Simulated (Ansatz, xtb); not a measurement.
**Ranking isomers of AlGeH4Si**

6 gas-phase structures of AlGeH4Si, found in a search over its isomers (lower ones may exist). Each was relaxed with GFN2-xTB; where two conformers were screened, the lower at r2SCAN-D4/def2-SVP is listed:

A. `[SiH][AlH][GeH2]`, a doublet
B. `[SiH3][Al][GeH]`, a doublet
C. `[SiH2][AlH][GeH]`, a doublet
D. a doublet given by its coordinates
E. a doublet given by its coordinates
F. `[AlH][Ge][SiH3]`, a doublet

D (Å):

```yaml
atoms:
  - { symbol: Al, position_ang: [1.0702, -0.5268, -2.5463] }
  - { symbol: Ge, position_ang: [-0.0379, -0.3004, -0.4023] }
  - { symbol: Si, position_ang: [1.5249, 1.5608, -0.3881] }
  - { symbol: H, position_ang: [1.3901, -1.3346, -0.5500] }
  - { symbol: H, position_ang: [1.9780, 1.9327, 0.9646] }
  - { symbol: H, position_ang: [2.7971, 1.4705, -1.1581] }
  - { symbol: H, position_ang: [0.9381, 2.8136, -0.9041] }
```

Close contacts (Å): Al1–Ge2 2.42, Ge2–Si3 2.43, Al1–H4 2.18, Ge2–H4 1.77, Si3–H5 1.47, Si3–H6 1.49, Si3–H7 1.48.

E (Å):

```xyz
7

Al   -0.1651    0.2812   -0.2782
Ge    3.8750    1.6604   -1.9530
Si    2.2006    1.0911   -0.3770
H    -0.4108   -1.1763    0.2495
H    -1.2372    1.3058    0.2390
H     0.2020    0.3886   -1.8592
H     4.7639    2.0075   -0.6440
```

Close contacts (Å): Al1–Si3 2.50, Ge2–Si3 2.37, Al1–H4 1.57, Al1–H5 1.57, Al1–H6 1.63, Ge2–H7 1.62.

**Question.** Which do you expect lowest at r2SCAN-D4/def2-SVP, and how would the others follow?

**Answer.** Calculated order at r2SCAN-D4/def2-SVP: D (0.0), F (2.0), B (11.5), C (33.0), E (43.5), A (47.9) kcal/mol.

Energies above the lowest of each column, in kcal/mol:

| structure | GFN2-xTB | HF/STO-3G | r2SCAN-D4/def2-SVP |
| --- | --- | --- | --- |
| D | 29.5 | 3.1 | 0.0 |
| F | 12.3 | 0.0 | 2.0 |
| B | 22.4 | 23.7 | 11.5 |
| C | 20.2 | 35.3 | 33.0 |
| E | 0.0 | 52.4 | 43.5 |
| A | 20.1 | 85.1 | 47.9 |

r2SCAN-D4/def2-SVP puts D lowest; GFN2-xTB picks E, HF/STO-3G picks F. Some further structures that were screened fall inside this span and aren't listed. Flexible structures stand in one conformer each, not always the lowest. Frequencies (PBE0-D3(BJ)/def2-SVP) were run for D alone. Open shells are spin-unrestricted, some with notable spin contamination.

Over these structures GFN2-xTB departs from r2SCAN-D4/def2-SVP by 22.5 kcal/mol on average once a common shift is removed. A GFN2-xTB relaxation took about 0.092 s and the r2SCAN-D4/def2-SVP energy about 3.8 s on a shared host (Ansatz 0.2.0, xtb 6.7.1).
